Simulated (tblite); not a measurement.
A geometry optimisation, step by step.

Compound: C3H8AsBO.
SMILES with atom numbers: `[CH2:1]=[CH:2][CH2:3][O:4][BH:5][AsH2:6]` (hydrogens: H7, H8 on C1; H9 on C2; H10, H11 on C3; H12 on B5; H13, H14 on As6)

Computed with GFN2-xTB (tblite), gas phase: L-BFGS steps from a force-field or distance-geometry start until the largest atomic force falls under 0.01 eV/Å. 6 of its 140 geometries are shown.

Step 0: E = -492.9253 eV, largest atomic force 2.667 eV/Å
```
atom  x, y, z in Å  |  force x, y, z in eV/Å
C1      2.104    0.958    0.747   -0.316  -0.389  -0.800
C2      1.801    0.265   -0.362    1.083   0.889   1.322
C3      0.406   -0.143   -0.671    0.026   0.225  -0.823
O4     -0.072   -1.014    0.312   -2.548  -0.640  -0.457
B5     -1.470   -1.376    0.028    1.553   0.365   0.497
As6    -3.000   -0.283    0.817    0.669   0.541  -0.036
H7      1.316    1.258    1.440    0.446  -0.117  -0.227
H8      3.128    1.250    0.960   -0.382  -0.082   0.060
H9      2.611   -0.016   -1.034   -0.364  -0.057   0.048
H10     0.399   -0.638   -1.669   -0.208   0.167   0.248
H11    -0.225    0.786   -0.730    0.117  -0.482   0.003
H12    -1.712   -2.317   -0.654    0.269   0.155   0.049
H13    -3.269    0.434   -0.535    0.246  -0.217   0.472
H14    -2.018    0.836    1.314   -0.590  -0.359  -0.356
```

Step 28: E = -493.9968 eV, largest atomic force 0.356 eV/Å
```
atom  x, y, z in Å  |  force x, y, z in eV/Å
C1      2.068    0.830    0.800    0.001   0.071  -0.024
C2      1.879    0.205   -0.349   -0.081  -0.094   0.116
C3      0.525    0.010   -0.982    0.141  -0.029  -0.025
O4     -0.545    0.013   -0.064    0.086   0.209   0.149
B5     -1.412   -0.981    0.042    0.107  -0.057  -0.249
As6    -3.016   -0.654    1.200    0.123  -0.005   0.096
H7      1.260    1.287    1.352   -0.107  -0.202  -0.107
H8      3.032    0.949    1.263    0.129  -0.054  -0.164
H9      2.695   -0.216   -0.938   -0.146   0.121   0.276
H10     0.478   -0.932   -1.532    0.264  -0.186  -0.150
H11     0.377    0.816   -1.709   -0.180   0.165  -0.013
H12    -1.311   -1.916   -0.668    0.016  -0.272  -0.091
H13    -3.627   -0.060   -0.045   -0.091   0.120   0.138
H14    -2.403    0.650    1.595   -0.262   0.212   0.048
```

Step 56: E = -494.1322 eV, largest atomic force 0.182 eV/Å
```
atom  x, y, z in Å  |  force x, y, z in eV/Å
C1      1.986    0.750    0.856    0.007   0.051   0.001
C2      1.913    0.219   -0.348   -0.027  -0.024  -0.008
C3      0.622   -0.013   -1.079   -0.031   0.009  -0.046
O4     -0.491    0.032   -0.211    0.069  -0.004  -0.120
B5     -1.419   -0.904   -0.088    0.078   0.116   0.051
As6    -2.775   -0.528    1.374    0.103  -0.122   0.088
H7      1.088    1.038    1.376   -0.008   0.000   0.089
H8      2.921    0.932    1.354    0.008  -0.044  -0.003
H9      2.791   -0.073   -0.906    0.064   0.016   0.004
H10     0.660   -0.969   -1.621   -0.045  -0.031   0.075
H11     0.503    0.784   -1.827   -0.067   0.012   0.005
H12    -1.379   -1.890   -0.744   -0.075  -0.037   0.001
H13    -3.915   -0.322    0.428   -0.057   0.029  -0.084
H14    -2.505    0.945    1.399   -0.019   0.028  -0.053
```

Step 83: E = -494.1526 eV, largest atomic force 0.078 eV/Å
```
atom  x, y, z in Å  |  force x, y, z in eV/Å
C1      1.994    0.659    0.877    0.028  -0.042  -0.005
C2      1.925    0.274   -0.383   -0.043  -0.047  -0.008
C3      0.637    0.001   -1.105   -0.053   0.001  -0.030
O4     -0.474    0.119   -0.247   -0.027  -0.040  -0.022
B5     -1.392   -0.814   -0.047    0.014   0.007   0.062
As6    -2.731   -0.421    1.418    0.000   0.016  -0.022
H7      1.103    0.792    1.471    0.053   0.021  -0.033
H8      2.936    0.847    1.362    0.006   0.003   0.013
H9      2.806    0.120   -0.993   -0.014   0.055   0.053
H10     0.662   -1.002   -1.557    0.035  -0.012   0.013
H11     0.517    0.729   -1.919    0.002   0.041   0.002
H12    -1.371   -1.846   -0.634    0.015   0.013  -0.005
H13    -3.908   -0.525    0.491   -0.027   0.009   0.014
H14    -2.705    1.068    1.229    0.010  -0.024  -0.032
```

Step 111: E = -494.1613 eV, largest atomic force 0.029 eV/Å
```
atom  x, y, z in Å  |  force x, y, z in eV/Å
C1      2.030    0.582    0.886    0.006  -0.016  -0.011
C2      1.909    0.300   -0.396   -0.005   0.024  -0.013
C3      0.614    0.030   -1.106   -0.006   0.002   0.007
O4     -0.499    0.149   -0.254    0.007   0.012   0.004
B5     -1.367   -0.810    0.027    0.007  -0.005  -0.008
As6    -2.755   -0.315    1.411   -0.008  -0.001   0.012
H7      1.174    0.634    1.540   -0.016   0.003  -0.024
H8      2.990    0.774    1.332    0.000  -0.007   0.015
H9      2.772    0.253   -1.047    0.011  -0.006   0.009
H10     0.646   -0.975   -1.554    0.000   0.003  -0.012
H11     0.493    0.761   -1.918    0.001  -0.011   0.011
H12    -1.281   -1.886   -0.467   -0.001   0.002   0.011
H13    -3.921   -0.620    0.510    0.011  -0.003   0.000
H14    -2.806    1.124    0.998   -0.006   0.003  -0.002
```

Step 139: E = -494.1669 eV, largest atomic force 0.009 eV/Å
```
atom  x, y, z in Å  |  force x, y, z in eV/Å
C1      1.966    0.477    0.883    0.000   0.002  -0.002
C2      1.882    0.274   -0.417    0.002   0.003   0.004
C3      0.598    0.113   -1.181    0.001   0.000   0.001
O4     -0.535    0.262   -0.360   -0.003  -0.007  -0.003
B5     -1.271   -0.731    0.118    0.004   0.005   0.003
As6    -2.693   -0.172    1.442   -0.006   0.004  -0.005
H7      1.085    0.550    1.501    0.004  -0.001  -0.001
H8      2.914    0.583    1.380   -0.005  -0.003  -0.002
H9      2.766    0.205   -1.036    0.001  -0.002  -0.001
H10     0.592   -0.875   -1.666    0.000   0.001   0.001
H11     0.544    0.881   -1.964   -0.001   0.000   0.002
H12    -1.053   -1.860   -0.174    0.000   0.001  -0.003
H13    -3.812   -0.834    0.687    0.003   0.002   0.003
H14    -2.984    1.125    0.749   -0.001  -0.005   0.002
```

Problem. Summarise the path.

Solution. The energy falls by 28.63 kcal/mol from step 0 to step 139; nine tenths of that is first reached at step 30. It falls at every step. The largest force goes from 2.667 to 0.009 eV/Å. Among the bonds O4–B5 changes most, from 1.472 to 1.326 Å; the atoms move by 0.964 Å rms after alignment.

Problem. Follow the three bonds and two angles with the largest change from start to end.

Solution. 
```tsv
step	E above end (kcal/mol)	largest force (eV/Å)	O4–B5 (Å)	As6–H14 (Å)	As6–H13 (Å)	C3–O4–B5 (°)	C3–C2–H9 (°)
0	28.63	2.667	1.472	1.570	1.553	110.0	119.9
6	22.19	0.372	1.360	1.494	1.511	118.5	115.9
12	20.81	0.436	1.348	1.511	1.516	123.5	115.4
18	15.45	0.571	1.322	1.541	1.532	135.6	115.8
24	7.96	0.744	1.329	1.463	1.511	127.3	113.7
30	2.82	0.380	1.327	1.503	1.509	121.2	113.5
36	2.06	0.158	1.322	1.495	1.502	123.2	113.9
42	1.68	0.106	1.321	1.500	1.508	124.7	114.2
48	1.47	0.126	1.323	1.506	1.504	125.7	113.6
54	0.94	0.221	1.324	1.492	1.506	125.8	113.9
60	0.67	0.095	1.323	1.504	1.508	126.2	114.3
66	0.58	0.065	1.323	1.498	1.505	126.5	114.5
73	0.53	0.044	1.323	1.497	1.501	126.3	114.0
79	0.44	0.093	1.323	1.502	1.502	125.8	114.1
85	0.30	0.095	1.323	1.502	1.506	125.9	113.8
91	0.23	0.055	1.323	1.502	1.504	125.8	113.9
97	0.17	0.037	1.324	1.498	1.502	126.1	114.0
103	0.15	0.017	1.324	1.498	1.503	126.0	113.6
109	0.14	0.027	1.324	1.499	1.504	125.8	113.3
115	0.11	0.032	1.324	1.500	1.504	125.5	113.7
121	0.06	0.035	1.324	1.498	1.505	125.9	113.6
127	0.04	0.042	1.325	1.502	1.505	125.6	113.5
133	0.00	0.017	1.325	1.498	1.503	125.4	113.7
139	0.00	0.009	1.326	1.499	1.504	125.3	113.7
```

What follows is the cost of the whole relaxation. Time: 1.2 s of wall time. Hardware: Arm Neoverse N1, one thread, no GPU (shared host).
